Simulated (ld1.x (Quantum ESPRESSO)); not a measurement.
## Configuration tests for Fe (RRKJ)

iron (Fe), norm-conserving RRKJ (Kleinman–Bylander form), made with ld1.x (Quantum ESPRESSO) 7.5 (PBE, scalar-relativistic). Core [Ar], reference 3d6 4s1 4p0 (charge +1). Waves: 4p (bound, empty): rc 3.05 bohr; 3d (bound): rc 1.85 bohr; 4s (bound): rc 2.35 bohr. Local part: the s channel. Core correction: none.

Energies are relative to the spin-unpolarised reference configuration 3d6 4s1 4p0; without spin polarisation the order of configurations can differ from experiment.

```tsv
valence configuration	charge	ΔE all-electron (eV)	error AE − PS (meV)
3d6 4s2 4p0	0	-8.729	+17
3d6 4s0 4p0	+2	16.203	+52
3d5 4s0 4p0	+3	50.426	-65
3d6 4s0 4p2	0	-0.274	0.0
3d6 4s1.5 4p0	+0.5	-5.245	+6.1
3d7 4s1 4p0	0	-9.520	-103
```

(1) What are ΔE and the potential's error for 3d4 4s0 4p0?

Levels in the configuration 3d6 4s0 4p0:

```csv
level,all-electron (eV),pseudo (eV)
3d,-25.717,-25.711
```

Answers

(1) ΔE = 103.516 eV all-electron; the error (AE − PS) is -5.3 meV.
